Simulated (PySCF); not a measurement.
C₃H₉O₂Si (SMILES CO[Si](C)OC), doublet, at a GFN2-xTB geometry; MP2/STO-3G run with PySCF.

Here is a job for PySCF.
```python
from pyscf import gto, scf, mp

mol = gto.Mole()
mol.atom = '''
    C    -2.273150   -0.927351   -0.317819
    O    -0.891534   -0.764752   -0.304576
    Si    0.018795    0.301712    0.560120
    C    -0.414337    2.116694    0.187894
    O     1.533363    0.100052   -0.008076
    C     2.179564   -1.071139   -0.398415
    H    -2.779745    0.014915   -0.542572
    H    -2.517838   -1.658404   -1.090013
    H    -2.630451   -1.293672    0.648356
    H    -0.407138    2.289242   -0.887245
    H    -1.399425    2.368694    0.567436
    H     0.302537    2.790125    0.641727
    H     2.986171   -0.798760   -1.081288
    H     1.490890   -1.752397   -0.900805
    H     2.604776   -1.575341    0.473985
'''
mol.basis = 'sto-3g'
mol.charge = 0
mol.spin = 1
mol.verbose = 4
mol.build()

mf = scf.UHF(mol)
mf.kernel()

pt = mp.MP2(mf, frozen=10)
pt.kernel()
print('E(MP2) = %.10f' % pt.e_tot)
```

### Question
Write the output that PySCF gives for this input, abridged.

### Answer

```
PySCF version 2.14.0

[INPUT] verbose = 4
[INPUT] num. atoms = 15
[INPUT] num. electrons = 57
[INPUT] charge = 0
[INPUT] spin (= nelec alpha-beta = 2S) = 1
[INPUT] symmetry False subgroup None
[INPUT] Mole.unit = angstrom
[INPUT] Symbol           X                Y                Z      unit          X                Y                Z       unit  Magmom
[INPUT]  1 C     -2.273150000000  -0.927351000000  -0.317819000000 AA   -4.295630940055  -1.752439411342  -0.600590867183 Bohr   0.0
[INPUT]  2 O     -0.891534000000  -0.764752000000  -0.304576000000 AA   -1.684755090738  -1.445171833213  -0.575565224116 Bohr   0.0
[INPUT]  3 Si     0.018795000000   0.301712000000   0.560120000000 AA    0.035517402511   0.570153048495   1.058473396891 Bohr   0.0
[INPUT]  4 C     -0.414337000000   2.116694000000   0.187894000000 AA   -0.782983453274   3.999971949510   0.355068200449 Bohr   0.0
[INPUT]  5 O      1.533363000000   0.100052000000  -0.008076000000 AA    2.897636119541   0.189070878215  -0.015261428182 Bohr   0.0
[INPUT]  6 C      2.179564000000  -1.071139000000  -0.398415000000 AA    4.118779030962  -2.024159351340  -0.752895233919 Bohr   0.0
[INPUT]  7 H     -2.779745000000   0.014915000000  -0.542572000000 AA   -5.252956746129   0.028185265148  -1.025312482858 Bohr   0.0
[INPUT]  8 H     -2.517838000000  -1.658404000000  -1.090013000000 AA   -4.758024246023  -3.133929363883  -2.059826042216 Bohr   0.0
[INPUT]  9 H     -2.630451000000  -1.293672000000   0.648356000000 AA   -4.970831974088  -2.444685775018   1.225215271219 Bohr   0.0
[INPUT] 10 H     -0.407138000000   2.289242000000  -0.887245000000 AA   -0.769379314903   4.326040412852  -1.676650055390 Bohr   0.0
[INPUT] 11 H     -1.399425000000   2.368694000000   0.567436000000 AA   -2.644529981869   4.476182932901   1.072298633219 Bohr   0.0
[INPUT] 12 H      0.302537000000   2.790125000000   0.641727000000 AA    0.571712072548   5.272572103302   1.212688276739 Bohr   0.0
[INPUT] 13 H      2.986171000000  -0.798760000000  -1.081288000000 AA    5.643045351119  -1.509437639258  -2.043338181779 Bohr   0.0
[INPUT] 14 H      1.490890000000  -1.752397000000  -0.900805000000 AA    2.817373781853  -3.311550391509  -1.702274741639 Bohr   0.0
[INPUT] 15 H      2.604776000000  -1.575341000000   0.473985000000 AA    4.922313255840  -2.976963042798   0.895701837152 Bohr   0.0

nuclear repulsion = 318.564303255862
number of shells = 29
number of NR pGTOs = 129
number of NR cGTOs = 43
basis = sto-3g
ecp = {}

******** <class 'pyscf.scf.uhf.UHF'> ********
method = UHF
initial guess = minao
damping factor = 0
level_shift factor = 0
DIIS = <class 'pyscf.scf.diis.CDIIS'>
diis_start_cycle = 1
diis_space = 8
diis_damp = 0
SCF conv_tol = 1e-09
SCF conv_tol_grad = None
SCF max_cycles = 50
direct_scf = True
direct_scf_tol = 1e-13
number electrons alpha = 29  beta = 28
Set gradient conv threshold to 3.16228e-05
init E= -551.473655310569

cycle= 1 E= -550.605574277925  delta_E= 0.868  |g|= 0.426  |ddm|= 3.28
cycle= 2 E= -550.735367703049  delta_E= -0.13  |g|= 0.134  |ddm|= 0.782
cycle= 3 E= -550.748225565776  delta_E= -0.0129  |g|= 0.0297  |ddm|= 0.208
cycle= 4 E= -550.749713796214  delta_E= -0.00149  |g|= 0.00813  |ddm|= 0.0948
cycle= 5 E= -550.749864133081  delta_E= -0.00015  |g|= 0.00396  |ddm|= 0.0282
cycle= 6 E= -550.749908691706  delta_E= -4.46e-05  |g|= 0.00171  |ddm|= 0.0176
cycle= 7 E= -550.749917089682  delta_E= -8.4e-06  |g|= 0.000615  |ddm|= 0.00864
cycle= 8 E= -550.749918065989  delta_E= -9.76e-07  |g|= 0.000243  |ddm|= 0.00296
cycle= 9 E= -550.749918196462  delta_E= -1.3e-07  |g|= 0.000107  |ddm|= 0.000944
cycle= 10 E= -550.749918220845  delta_E= -2.44e-08  |g|= 3.64e-05  |ddm|= 0.000436
cycle= 11 E= -550.749918223639  delta_E= -2.79e-09  |g|= 9.74e-06  |ddm|= 0.00014
cycle= 12 E= -550.749918223835  delta_E= -1.95e-10  |g|= 2.99e-06  |ddm|= 3.63e-05
Extra cycle  E= -550.749918223849  delta_E= -1.46e-11  |g|= 1.71e-06  |ddm|= 6.9e-06
converged SCF energy = -550.749918223849  <S^2> = 0.75549114  2S+1 = 2.0054836

******** <class 'pyscf.mp.ump2.UMP2'> ********
nocc = (np.int64(19), np.int64(18)), nmo = (33, 33)
frozen orbitals 10
E(UMP2) = -551.000075106765  E_corr = -0.250156882916269
E(SCS-UMP2) = -551.020944836198  E_corr = -0.271026612348758
E_corr(same-spin) = -0.0336480544047296
E_corr(oppo-spin) = -0.21650882851154
E(MP2) = -551.0000751068
```
